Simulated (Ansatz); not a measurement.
Geometry optimisation, Ansatz 0.2.0, RKS B3LYP-D4/def2-SVP.

input.yaml

```yaml
crystal:
  periodic: [false, false, false]
  atoms:
    - { symbol: Ga, position_ang: [-0.9226, 0.1288, -0.8528] }
    - { symbol: S, position_ang: [1.3241, 1.5158, -1.059] }
    - { symbol: H, position_ang: [-1.1755, -0.8403, -2.0355] }
    - { symbol: H, position_ang: [-2.0798, 0.9061, -0.1663] }
    - { symbol: H, position_ang: [0.8474, 0.1474, 0.0099] }
    - { symbol: C, position_ang: [0.3139, -0.8393, 0.8368] }
    - { symbol: H, position_ang: [0.8839, 2.3278, -0.0982] }
    - { symbol: H, position_ang: [1.2477, -1.0893, 1.3441] }
    - { symbol: H, position_ang: [-0.0591, -1.7828, 0.4189] }
    - { symbol: H, position_ang: [-0.38, -0.4742, 1.6021] }
basis:
  gaussian: { orbitals: def2-SVP }
hamiltonian:
  xc: b3lyp
  dispersion: d4
relax:
  f_tol: 0.15
  max_steps: 25
  restrain:
    - { distance: [0, 5], at: 1.98, k: 30.0 }
    - { distance: [4, 1], at: 1.36, k: 30.0 }
    - { distance: [0, 1], at: 3.57, k: 30.0 }
    - { distance: [4, 5], at: 2.37, k: 30.0 }
output:
  orbitals: {}
```

Run as:

```bash
$ ansatz run input.yaml --threads 2 --pin off --max-ram 3072MiB --backend cpu --events-out ev --progress --plain --runs-dir out
```

Question: Where does it end, and by what steps?

Answer: It converged. The restraints hold the end off the free minimum. After 11 steps the energy has fallen by 0.717 eV (the restraints' own energy left out); H8 moved furthest, 1.07 Å. Joined: S2–H5 (1.80 → 1.36 Å).

```tsv
step	energy less start (eV)	largest force component (eV/Å)	accepted
0	0.0000	1.423	yes
1	0.5460	1.676	yes
2	0.6506	2.909	yes
3	0.4960	2.449	yes
4	-0.1631	1.427	yes
5	-0.4475	0.909	yes
6	-0.5758	0.650	yes
7	-0.6629	0.344	yes
8	-0.6961	0.271	yes
9	-0.7121	0.223	yes
10	-0.6954	0.530	no
11	-0.7171	0.287	yes
```

```xyz
10
Properties=species:S:1:pos:R:3
Ga -1.214 -0.358 -0.696
S 1.644 1.767 -0.762
H -1.199 -1.038 -2.117
H -2.263 0.777 -0.378
H 1.437 0.764 0.130
C -0.012 -1.022 0.735
H 0.974 2.661 0.003
H 0.966 -1.353 0.341
H -0.474 -1.914 1.203
H 0.141 -0.285 1.542
```

Run time: 21 s on 2 threads of Intel(R) Xeon(R) 6975P-C (Granite Rapids), with other jobs on the host, peak memory 0.24 GiB.
